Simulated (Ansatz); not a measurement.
Forces on DyCl₃ at its PBE0-D4/def2-SVP geometry. Charge 0, multiplicity 6.

In the def2 sets Dy takes a core potential; there is no spin–orbit coupling. B3LYP takes the VWN-RPA correlation. With an open 4f shell the SCF may have ended on a state above the lowest.

PBE-D4/def2-TZVP (Ansatz), largest force 0.21 eV/Å:

```xyz
4
positions Å, forces eV/Å
Dy    0.055    0.024    0.091    0.039   -0.006    0.055
Cl    0.781   -2.283    0.364    0.058   -0.199    0.017
Cl    1.287    1.532   -1.365    0.087    0.134   -0.126
Cl   -2.123    0.727    0.911   -0.184    0.071    0.054
```

B3LYP-D4/def2-TZVP (Ansatz), largest force 0.29 eV/Å:

```
Dy 0.032 0.018 0.054
Cl 0.086 -0.280 0.029
Cl 0.146 0.179 -0.178
Cl -0.264 0.083 0.095
```
